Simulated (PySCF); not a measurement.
# r2SCAN on V²⁺ (vanadium, charge +2)

Configuration: [Ar] 3d2 4s1, high-spin 4F determinant (an excited configuration). Calculation: PySCF 2.14, in aug-cc-pVDZ-DK (7s6p4d2f, 59 functions); scalar relativity by spin-free X2C-1e.

| Quantity | Value |
| --- | --- |
| Total energy | -948.133 hartree |
| One-electron energy | -1281.226 hartree |
| Hartree (Coulomb) energy | 377.938 hartree |
| Exchange-correlation energy | -44.844 hartree |
| ⟨S²⟩ | 3.7508 |
| ⟨L²⟩ | 12.008 |
| Sum of ⟨r⟩ | 15.40 bohr |
| Sum of ⟨r²⟩ | 21.68 bohr² |
| Langevin diamagnetic susceptibility | -17.2 ×10⁻⁶ cm³/mol |

| shell | electrons | mean orbital energy (eV) | spread (eV) | rms radius, mean of both spins (bohr) |
| --- | --- | --- | --- | --- |
| 1s α | 1 | -5407.7 | 0 | 0.0768 |
| 1s β | 1 | -5407.6 | 0 | 0.0768 |
| 2s α | 1 | -636.42 | 0 | 0.334 |
| 2s β | 1 | -635.33 | 0 | 0.334 |
| 2p α | 3 | -534.35 | 0.001 | 0.303 |
| 2p β | 3 | -533.49 | 0 | 0.303 |
| 3s α | 1 | -97.026 | 0 | 1.01 |
| 3s β | 1 | -94.588 | 0 | 1.01 |
| 3p α | 3 | -69.453 | 0.000 | 1.10 |
| 3p β | 3 | -66.873 | 0 | 1.10 |
| 3d α | 2 | -29.348 | 0.000 | 1.33 |
| 4s α | 1 | -20.734 | 0 | 2.85 |

Densities and radii are taken from the X2C orbitals without a picture-change correction, which distorts them close to the nucleus.
